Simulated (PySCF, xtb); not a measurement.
CBrF2, SMILES F[C](F)Br (connectivity only; charge and spin as stated), charge +1, multiplicity 1.

GFN2-xTB in xtb at its own geometry gives an orbital gap of 2.67 eV.

Geometry optimised at B3LYP-D3(BJ)/def2-SVP. The spin state was assumed, not searched. The isomer is the one that the SMILES or the coordinates give; other isomers of the formula were not compared.

Question: What does PySCF with HF/def2-TZVPD give? (The exact figures need the calculation; the answer reports its results.)

Answer: gap 13.79 eV (levels -19.56 and -5.77 eV).
